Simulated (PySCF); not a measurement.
**Correlation energy of C (carbon, neutral)**

[He] 2s2 2p2, high-spin 3P determinant. All numbers are calculated (PySCF 2.14, no relativity, point nucleus, in def2-TZVPPD (6s3p3d1f, 37 functions)). Frozen: 1s2; 4 electrons correlated.

```
  level  correlation energy (mhartree)
   CCSD                         -86.74
    (T)                          -2.08
CCSD(T)                         -88.82
  CCSDT                         -89.32
```

Diagnostics: T1 = 0.0093, D1 = 0.0173, largest double amplitude 0.105.

Q: Is a single reference adequate?

A: Mostly. T1 lies below 0.03, but a double amplitude of this size points to a near-degeneracy that CCSD handles and MP2 describes poorly.
